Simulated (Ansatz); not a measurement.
`F[CH]([SiH3])[AlH][SiH3]` + `OB1N[SiH2]1` → `[SiH3]OB1N[SiH2]1` + `F[CH2][AlH][SiH3]`  (ligand exchange at the Si–C bond)

Program: Ansatz. Geometries: PBE0-D4/def2-TZVP. ΔE: electronic, gas phase. CCSD(T)/CBS is the MP2 limit (def2-TZVPP, def2-QZVPP) plus CCSD(T) − MP2 in def2-TZVPP, frozen cores. Functionals use def2-TZVPP. B3LYP here is the variant with VWN-RPA as its local correlation; programs differ in this. One conformer a species, not always the lowest.

`F[CH]([SiH3])[AlH][SiH3]`:

```xyz
13

F    -1.671   -1.906   -1.230
C    -0.782   -0.842   -0.976
Si    0.985   -1.503   -0.871
Al   -1.295    0.189    0.636
Si    0.175    2.069    1.221
H    -0.811   -0.168   -1.847
H     1.343   -2.319   -2.060
H     1.891   -0.325   -0.772
H     1.154   -2.334    0.353
H    -2.549   -0.270    1.490
H    -0.509    3.121    2.025
H     0.741    2.720    0.004
H     1.328    1.568    2.026
```

`OB1N[SiH2]1`:

```xyz
8

O     1.576   -1.361   -0.428
B     0.583   -0.469   -0.224
N    -0.313   -0.092    0.775
Si   -0.648    0.962   -0.593
H     1.747   -1.930    0.329
H    -0.566   -0.333    1.721
H    -1.993    0.813   -1.209
H    -0.387    2.410   -0.372
```

`[SiH3]OB1N[SiH2]1`:

```xyz
11

Si    1.811   -1.396   -0.315
O     1.075   -0.157    0.492
B    -0.132    0.420    0.345
N    -0.838    1.451    0.947
Si   -1.906    0.830   -0.305
H     2.191   -2.430    0.677
H     0.893   -1.972   -1.329
H     3.030   -0.866   -0.972
H    -0.719    2.126    1.687
H    -3.173    0.214    0.176
H    -2.233    1.780   -1.403
```

`F[CH2][AlH][SiH3]`:

```xyz
10

F    -1.746    1.377    0.038
C    -1.895   -0.015    0.051
Al   -0.137   -0.931    0.010
Si    1.903    0.430   -0.054
H    -2.477   -0.279    0.945
H    -2.524   -0.290   -0.806
H    -0.157   -2.523    0.020
H     3.146   -0.392   -0.077
H     1.913    1.300   -1.265
H     1.974    1.323    1.138
```

```tsv
species	B3LYP energy (Eh)
`F[CH]([SiH3])[AlH][SiH3]`	-964.29406
`OB1N[SiH2]1`	-446.87909
`[SiH3]OB1N[SiH2]1`	-737.64160
`F[CH2][AlH][SiH3]`	-673.57317
```

(1) Work out ΔE.

Largest T1 diagnostic among the species: 0.013.

Results:

(1) ΔE = (-737.64160) + (-673.57317) − (-964.29406) − (-446.87909) = -0.04162 Eh = -1.13 eV. CCSD(T)/CBS gives -1.08 eV.

The D4 term adds +0.05 eV with B3LYP and +0.03 eV with PBE0; it sums over pairs of atoms, weighted by their polarisabilities, and B3LYP, whose exchange is more repulsive, gets the larger term. In def2-TZVPP, CCSD(T) changes the Hartree–Fock value by +0.28 eV (the triples alone add +0.04 eV) and MP2 by +0.25 eV.
